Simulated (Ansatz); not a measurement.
Ideal-gas functions of `O[SiH]1[SiH2]S1` at 600 K and 1 bar, from an Ansatz frequency run at PBE0-D4/def2-TZVP.

Molar mass 108.27 g/mol, point group C1 (symmetry number 1), electronic degeneracy 1, moments of inertia 93.633, 184.544, 241.223 u Å². Harmonic wavenumbers (cm⁻¹, unscaled): 174, 213, 303, 383, 433, 485, 573, 589, 609, 722, 779, 884, 928, 950, 2224, 2239, 2278, 3909.

Use S(trans) = R[1.5 ln M + 2.5 ln T − 1.1517]; rotational temperatures θ = 24.2544 K / I; S(rot) = R[ln(√π/σ · √(T³/θAθBθC)) + 1.5]; for each mode x = 1.438777 ν̃/T, S = R[x/(eˣ − 1) − ln(1 − e⁻ˣ)] and H = RT x/(eˣ − 1); 1 cm⁻¹ = 0.0119627 kJ/mol; R = 8.31446 J/(mol·K).

Problem. By hand: the entropy, in J/(mol·K).

Solution. Translation 181.8. Rotation: θ = 0.259, 0.1314, 0.1005 K, giving 120.6. Vibration, mode by mode: 15.64, 13.99, 11.15, 9.31, 8.37, 7.51, 6.30, 6.10, 5.87, 4.72, 4.23, 3.47, 3.19, 3.06, 0.26, 0.25, 0.23, 0.01, in all 103.6. Electronic 0.0. Sum 406.0 J/(mol·K).

Problem. By hand: H − E and G − E in kJ/mol, counted from the electronic energy.

Solution. Zero-point energy ½ × 18675 × 0.0119627 = 111.7; thermal vibration 34.6; translation, rotation and pV give 4 RT = 20.0. H − E = 166.3 kJ/mol, and G − E = 166.3 − 600 × 406.0/1000 = -77.3 kJ/mol.

Vibration gives 26 % of the entropy. The sum counts one conformer and one mirror image; others add a mixing term.
